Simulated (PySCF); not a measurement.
**Telling isomers of C₈H₁₀Si apart by NMR**

- coordinates at the GFN2-xTB level
- NMR shieldings at PBE0/pcSseg-1/GIAO
- run in PySCF
- single conformer, equivalent nuclei averaged, no relativistic terms, in vacuum

References, each an isolated molecule treated in the same way: $^{1}$H and $^{13}$C vs TMS. Where no couplings were computed, multiplicities follow the n + 1 count of equivalent neighbours, and m marks all less simple cases (inequivalent or close neighbours, rings, F or P nearby). Shifts are as computed. Against solution values, carbons near 30 ppm lie about +3 ppm off and those near 130 ppm about +5 ppm. Of 1309 compounds with measured shifts, 239 miss one by over three times the rms of a fit or turn the order of signals round; such compounds aren't used in these exercises.

(1) Tabulate the signals of `C=C(C)C#CC1=CC[SiH2]1`, `C#C/C=C(\C#C)[SiH](C)C`, `C(#CC1CC1)C1=CC[SiH2]1` and their relative energies.

(2) What is the quickest way to tell C=C(C)C#CC1=CC[SiH2]1 from C#C/C=C(\C#C)[SiH](C)C?

(3) What is the quickest way to tell C=C(C)C#CC1=CC[SiH2]1 from C(#CC1CC1)C1=CC[SiH2]1?

(4) What is the quickest way to tell C#C/C=C(\C#C)[SiH](C)C from C(#CC1CC1)C1=CC[SiH2]1?

## Answers

(1) 
```json
{"SMILES": "C=C(C)C#CC1=CC[SiH2]1", "carbon types": "4×C 1×CH 2×CH2 1×CH3", "δC": "165.5, 135.4, 135.0, 129.3, 101.9, 96.8, 27.3, 19.1", "δH": "7.26 (t, 1H), 5.60 (m, 1H), 5.58 (m, 1H), 5.07 (m, 2H), 2.01 (s, 3H), 1.96 (m, 2H)", "E rel. (kcal/mol)": "0.0"}
{"SMILES": "C#C/C=C(\\C#C)[SiH](C)C", "carbon types": "3×C 3×CH 2×CH3", "δC": "145.5, 137.4, 103.4, 98.9, 86.7, 86.1, -3.0", "δH": "6.45 (d, 1H), 4.55 (sept, 1H), 3.70 (s, 1H), 3.38 (d, 1H), 0.27 (d, 6H)", "E rel. (kcal/mol)": "10.7"}
{"SMILES": "C(#CC1CC1)C1=CC[SiH2]1", "carbon types": "3×C 2×CH 3×CH2", "δC": "162.5, 135.3, 107.6, 80.9, 18.5, 12.2, 3.7", "δH": "7.14 (t, 1H), 4.97 (m, 2H), 1.90 (m, 2H), 1.51 (m, 1H), 0.81 (m, 2H), 0.65 (m, 2H)", "E rel. (kcal/mol)": "6.4"}
```

Energies are electronic energies at PBE0/pcSseg-1 on these geometries, without zero-point or thermal terms, each for the one conformer computed, which needn't be the lowest.

(2) Count the carbon signals: 8 against 7. The first has a terminal =CH2 carbon at 129.3 ppm, the second a terminal alkyne carbon (CH) at 103.4 ppm. Their most deshielded carbons lie at 165.5 and 145.5 ppm. In the proton spectra the most deshielded non-exchanging signals are 7.26 (t, 1H) and 6.45 (d, 1H).

(3) Count the carbon signals: 8 against 7. The first has a terminal =CH2 carbon at 129.3 ppm, the second a three-membered-ring carbon (CH) at 3.7 ppm. Their most deshielded carbons lie at 165.5 and 162.5 ppm.

(4) Both give the same number of carbon signals, but DEPT or the intensities differ. The first has a terminal alkyne carbon (CH) at 98.9 ppm, the second an allylic sp3 CH2 bonded to Si at 18.5 ppm. Their most deshielded carbons lie at 145.5 and 162.5 ppm. In the proton spectra the most deshielded non-exchanging signals are 6.45 (d, 1H) and 7.14 (t, 1H).
